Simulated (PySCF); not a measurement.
Unknown compound

Molecular formula: C$_{5}$H$_{9}$BO$_{2}$S. Simulated spectra:

$^{1}$H NMR (400 MHz, computed): δ 4.16 (br, 1H), 3.99 (m, 2H), 3.78 (m, 2H), 3.46 (m, 1H), 3.15 (s, 3H).

$^{13}$C{$^{1}$H} NMR (computed): δ 275.2 (C), 70.9 (CH2, 2C), 60.4 (CH), 47.4 (CH3).

[PySCF 2.14.0 with density-fitted response routines: geometry: PBE0-D3(BJ)/def2-SVP; σ from GIAO-PBE0/pcSseg-1; a single conformation; in vacuum; averaged over atoms made equivalent by symmetry, fast rotation or ring inversion; non-relativistic]

Shifts are taken against calculated references (same method and geometry level): TMS for $^{1}$H (σref 31.27), $^{13}$C (σref 184.41).

Q: Deduce the structure.

A: 
- 4 carbon signals for 5 carbons: some carbons are equivalent by symmetry or fast rotation.
- Carbon types of the structure: 1 × C, 1 × CH, 2 × CH2, 1 × CH3, leaving 1 H on heteroatoms.
- δC 275.2: thiocarbonyl carbon; low-lying n→π* states of the double bond to the heteroatom give a large paramagnetic term (-351 ppm).
- δC 70.9: sp3 CH2 bonded to O; pulled downfield by the heteroatom.
- δC 60.4: sp3 CH in a ring.
- δC 47.4: methyl carbon; a saturated carbon with 1 carbon neighbour and no heteroatom attached.
- δH 4.16: hydrogen on a boron bonded to 2 O, in a 6-membered ring.
- δH 3.99, 3.78: hydrogen on an sp3 CH2 bonded to O; its carbon carries O, which withdraws density.
- δH 3.15: hydrogen on a methyl carbon.

Structure: SMILES O1BOCC(C(C)=S)C1.

The data come from this structure; uniqueness wasn't tested.

Hydrogens on boron are broadened and split by $^{11}$B (spin 3/2, 80 %) and 10B (spin 3). Shifts are as computed. Against solution values, carbons near 30 ppm lie about +2 ppm off and those near 130 ppm about +5 ppm. Of 1211 compounds with measured shifts, 218 miss one by over three times the rms of a fit or turn the order of signals round; such compounds aren't used in these exercises. Multiplicities follow the n + 1 count of equivalent neighbours, as no J values were calculated; m marks all less simple cases, F and P coupling included.
